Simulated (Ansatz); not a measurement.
`FCC(F)C(F)F` + H₂ → `FCCF` + difluoromethane at 400 K and 1 bar (hydrogenolysis of a C–C bond).

Calculated with Ansatz (gas phase, PBE0-D4/def2-TZVP geometries, no zero-point term in ΔE). CBS: MP2 limit from def2 TZ/QZ plus the TZ coupled-cluster correction, frozen cores. This one scheme is used for every species. Each species was taken in one conformer, which may not be the lowest.

```csv
species,CCSD(T)/CBS energy (Eh),H − E (kJ/mol),S (J/(mol·K))
`FCC(F)C(F)F`,-515.71452,228.3,384.5
H₂,-1.17544,38.0,139.0
`FCCF`,-278.07852,181.7,298.9
`FCF`,-238.82660,101.8,260.0
```

H − E and S are ideal-gas, rigid-rotor, harmonic terms from PBE0-D4/def2-TZVP, for one conformer and one mirror image of each species. For small species the MP2-based limit differs from directly extrapolated CCSD(T) by up to some mEh (0.8 for H₂); such offsets cancel only in part. 1 Eh = 2625.50 kJ/mol, R = 8.31446 J/(mol·K).

By hand: ΔE, ΔH, ΔS and ΔG.

ΔE = (-278.07852) + (-238.82660) − (-515.71452) − (-1.17544) = -0.01516 Eh = -39.8 kJ/mol. Δ(H − E) = 181.7 + 101.8 − 228.3 − 38.0 = 17.2, so ΔH = -22.6 kJ/mol. ΔS = 298.9 + 260.0 − 384.5 − 139.0 = 35.4 J/(mol·K). ΔG = -22.6 − 400 × (35.4)/1000 = -36.8 kJ/mol.

By hand: the equilibrium constant, and the temperature at which ΔG would vanish if ΔH and ΔS stayed fixed.

log₁₀ K = −ΔG/(RT ln 10) = 4.8. ΔH and −TΔS have one sign here, so there is no such temperature.

TΔS isn't small against ΔH here. A doubt of 5 kJ/mol in ΔE shifts log₁₀ K by 0.7 here. Other conformers and mirror images would add mixing entropy, several J/(mol·K) or more a flexible species. These are equilibria of isolated gas molecules and say nothing of rates. Largest T1 diagnostic: 0.011 (customary marks: 0.02 for closed shells, 0.045 for open ones).
